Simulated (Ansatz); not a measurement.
Isolated molecules relaxed with PBE0-D4/def2-TZVP in Ansatz; ΔE leaves out vibrations. CCSD(T)/CBS adds triple-zeta CCSD(T) − MP2 to the extrapolated MP2 energy (def2 sets, frozen cores). Functionals use def2-TZVPP. Elements past krypton have def2 core potentials. For I, Sn outer-core shells are correlated without core-valence functions, which leaves a few kJ/mol of doubt a bond.

`CC([SiH3])I` + `[SnH4]` → `[CH3][SnH3]` + `[SiH3]CI`  (formal exchange of groups at a C–C bond)

```csv
species,ωB97X-V energy (Eh)
`CC([SiH3])I`,-667.58313
`[SnH4]`,-216.64879
`[CH3][SnH3]`,-255.97456
`[SiH3]CI`,-628.26587
```

Question: Work out ΔE.

Answer: ΔE = (-255.97456) + (-628.26587) − (-667.58313) − (-216.64879) = -0.00851 Eh = -22.3 kJ/mol. CCSD(T)/CBS gives -27.9 kJ/mol.

Largest T1 diagnostic among the species: 0.013.

The D4 term adds +6.1 kJ/mol with B3LYP and +3.3 kJ/mol with PBE0; it sums over pairs of atoms, weighted by their polarisabilities, and B3LYP, whose exchange is more repulsive, gets the larger term.

B3LYP here is the variant with VWN-RPA as its local correlation; programs differ in this.
